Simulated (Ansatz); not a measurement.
# Worked example: C5H12 + GeH2I2 → C4H9I + GeH2(CH3)I

Species: C5H12 (neopentane) `CC(C)(C)C`, singlet; GeH2I2 `[I][GeH2][I]`, singlet; C4H9I (tert-butyl iodide) `CC(C)(C)I`, singlet; GeH2(CH3)I, singlet. The partners trade CH3 for I: C–CH3 and Ge–I bonds give way to C–I and Ge–CH3.

Shapes, held fixed at every level: PBE0-D4/def2-TZVP. Programs: Ansatz 0.2.0. Electronic energies: no zero-point or thermal term.

At CCSD(T)/def2-TZVPP; 1 Eh = 2625.50 kJ/mol:

```
   species   energy (Eh)
     C5H12   -197.402711
    GeH2I2  -2671.159105
     C4H9I   -454.705305
GeH2(CH3)I  -2413.827914
```

Work out ΔE of the reaction at this level.


1. Products less reactants: (-454.705305) + (-2413.827914) − [(-197.402711) + (-2671.159105)] = 0.028597 Eh = +75.1 kJ/mol.

Other levels give +73.6 (MP2/def2-TZVPP) to +97.0 kJ/mol (CCSD/def2-SVP). No measured value is set beside it here. For atoms past krypton def2 sets carry core potentials with scalar relativity. Relativity is left out for Ge. Outer-core shells of Ge, I are correlated, in sets that cover them unevenly. The median of the other levels is +83.4 kJ/mol.
